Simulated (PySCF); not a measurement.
**Atomic charges by several schemes**

Compound: C3H6N2Si.
Structure used (GFN2-xTB), in Å, numbered top down from 1:
```
atom  x, y, z in Å
C1    -2.1559   -0.7221    0.3782
N2    -1.3064   -0.1884   -0.3633
Si3   -0.1238    1.0457   -0.2092
C4     1.5156    0.1136   -0.5713
C5     1.8037   -0.8224    0.4642
N6     2.0028   -1.5655    1.3126
H7    -2.3417   -0.4431    1.4179
H8    -2.7718   -1.5269   -0.0159
H9     0.0232    1.7717    1.0564
H10   -0.4156    1.9323   -1.3318
H11    2.3358    0.8273   -0.6468
H12    1.4353   -0.4228   -1.5170
```

Density: PBE0/pcSseg-1 (PySCF); schemes: Mulliken, IAO, Hirshfeld and ESP-fitted. The structure is a single GFN2-xTB conformer in the gas phase; no vibrational or solvent corrections.

Q: Give the atomic charges in each scheme.

A: In e:

```json
{"atom": "C1", "environment": "C=N carbon", "Mulliken": "+0.082", "IAO": "-0.059", "Hirshfeld": "+0.043", "ESP-fitted": "+0.294"}
{"atom": "N2", "environment": "C=N nitrogen", "Mulliken": "-0.565", "IAO": "-0.527", "Hirshfeld": "-0.230", "ESP-fitted": "-0.618"}
{"atom": "Si3", "environment": "SiH2 silicon", "Mulliken": "+0.784", "IAO": "+0.921", "Hirshfeld": "+0.392", "ESP-fitted": "+0.825"}
{"atom": "C4", "environment": "sp3 carbon bound to silicon", "Mulliken": "-0.499", "IAO": "-0.587", "Hirshfeld": "-0.131", "ESP-fitted": "-0.701"}
{"atom": "C5", "environment": "nitrile carbon", "Mulliken": "+0.031", "IAO": "+0.144", "Hirshfeld": "+0.075", "ESP-fitted": "+0.526"}
{"atom": "N6", "environment": "nitrile nitrogen", "Mulliken": "-0.253", "IAO": "-0.270", "Hirshfeld": "-0.245", "ESP-fitted": "-0.526"}
{"atom": "H7", "environment": "hydrogen on a C=N carbon", "Mulliken": "+0.105", "IAO": "+0.116", "Hirshfeld": "+0.051", "ESP-fitted": "+0.028"}
{"atom": "H8", "environment": "hydrogen on a C=N carbon", "Mulliken": "+0.122", "IAO": "+0.148", "Hirshfeld": "+0.056", "ESP-fitted": "+0.041"}
{"atom": "H9", "environment": "Si–H hydrogen", "Mulliken": "-0.096", "IAO": "-0.146", "Hirshfeld": "-0.076", "ESP-fitted": "-0.156"}
{"atom": "H10", "environment": "Si–H hydrogen", "Mulliken": "-0.092", "IAO": "-0.124", "Hirshfeld": "-0.073", "ESP-fitted": "-0.148"}
{"atom": "H11", "environment": "methylene hydrogen", "Mulliken": "+0.187", "IAO": "+0.188", "Hirshfeld": "+0.068", "ESP-fitted": "+0.208"}
{"atom": "H12", "environment": "methylene hydrogen", "Mulliken": "+0.195", "IAO": "+0.197", "Hirshfeld": "+0.071", "ESP-fitted": "+0.227"}
```

Mean size of the charges over all atoms: ESP-fitted 0.358 e, IAO 0.286 e, Mulliken 0.251 e, Hirshfeld 0.126 e. Each set sums to the total charge, 0, to within 0.001 e. The IAO scheme counts the electrons in orthogonalised intrinsic atomic orbitals, a minimal basis polarised so that it spans the occupied orbitals exactly. The Mulliken scheme counts on each atom the diagonal of the density matrix times the overlap matrix over that atom's basis functions.

Lowest charge. The schemes don't all agree: Mulliken N2 (-0.565); IAO C4 (-0.587); Hirshfeld N6 (-0.245); ESP-fitted C4 (-0.701).

Highest charge. All schemes agree: Mulliken Si3 (+0.784); IAO Si3 (+0.921); Hirshfeld Si3 (+0.392); ESP-fitted Si3 (+0.825).

Q: How closely do the schemes follow one another over all atoms?

A: Correlation coefficient and root-mean-square difference: Mulliken with IAO 0.98, 0.074 e; Mulliken with Hirshfeld 0.94, 0.192 e; IAO with Hirshfeld 0.94, 0.232 e; Hirshfeld with ESP-fitted 0.92, 0.298 e; Mulliken with ESP-fitted 0.92, 0.189 e; IAO with ESP-fitted 0.92, 0.180 e.

Q: How many electrons does the Mulliken scheme count on N6?

A: Z − q = 7 − (-0.253) = 7.253.

Q: Sum the charges by element, for elements with more than one atom.

A: 
```csv
element,atoms,Mulliken,IAO,Hirshfeld,ESP-fitted
C,3,-0.386,-0.502,-0.013,+0.120
N,2,-0.818,-0.797,-0.475,-1.144
H,6,+0.420,+0.378,+0.097,+0.200
```

The run behind these numbers computed NMR shieldings as well. Time: 15 s (with the writing of density and orbital grids); peak memory 0.67 GiB. Hardware: one thread of an Arm Neoverse V2, no GPU, shared host with 96 logical CPUs at a one-minute load of 29.
